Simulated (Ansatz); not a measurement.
`O[Si](Cl)(Cl)Cl` + H₂Te → `Cl[Si](Cl)(Cl)[TeH]` + H₂O at 500 K and 1 bar (ligand exchange at the Si–O bond).

Computed with Ansatz on PBE0-D4/def2-TZVP structures; ΔE is electronic, products minus reactants. CCSD(T)/CBS adds triple-zeta CCSD(T) − MP2 to the extrapolated MP2 energy (def2 sets, frozen cores). This one scheme is used for every species. def2 core potentials past Kr. For Te outer-core shells are correlated without core-valence functions, which leaves a few kJ/mol of doubt a bond. Each species was taken in one conformer, which may not be the lowest.

```tsv
species	CCSD(T)/CBS energy (Eh)	H − E (kJ/mol)	S (J/(mol·K))
`O[Si](Cl)(Cl)Cl`	-1744.40331	93.4	406.3
H₂Te	-268.91024	48.9	247.6
`Cl[Si](Cl)(Cl)[TeH]`	-1936.91665	79.6	449.0
H₂O	-76.37941	73.2	206.3
```

H − E and S are ideal-gas, rigid-rotor, harmonic terms from PBE0-D4/def2-TZVP, for one conformer and one mirror image of each species. 1 Eh = 2625.50 kJ/mol, R = 8.31446 J/(mol·K).

By hand: ΔE, ΔH, ΔS and ΔG.

ΔE = (-1936.91665) + (-76.37941) − (-1744.40331) − (-268.91024) = 0.01749 Eh = 45.9 kJ/mol. Δ(H − E) = 79.6 + 73.2 − 93.4 − 48.9 = 10.5, so ΔH = 56.4 kJ/mol. ΔS = 449.0 + 206.3 − 406.3 − 247.6 = 1.4 J/(mol·K). ΔG = 56.4 − 500 × (1.4)/1000 = 55.7 kJ/mol.

By hand: the equilibrium constant, and the temperature at which ΔG would vanish if ΔH and ΔS stayed fixed.

log₁₀ K = −ΔG/(RT ln 10) = -5.8. ΔG = 0 at ΔH/ΔS = 40286 K, far beyond where these terms or the molecules hold.

The number of gas molecules stays the same, so ΔS is small and ΔH decides. A doubt of 5 kJ/mol in ΔE shifts log₁₀ K by 0.5 here. Other conformers and mirror images would add mixing entropy, several J/(mol·K) or more a flexible species. These are equilibria of isolated gas molecules and say nothing of rates. Largest T1 diagnostic: 0.010 (customary marks: 0.02 for closed shells, 0.045 for open ones).
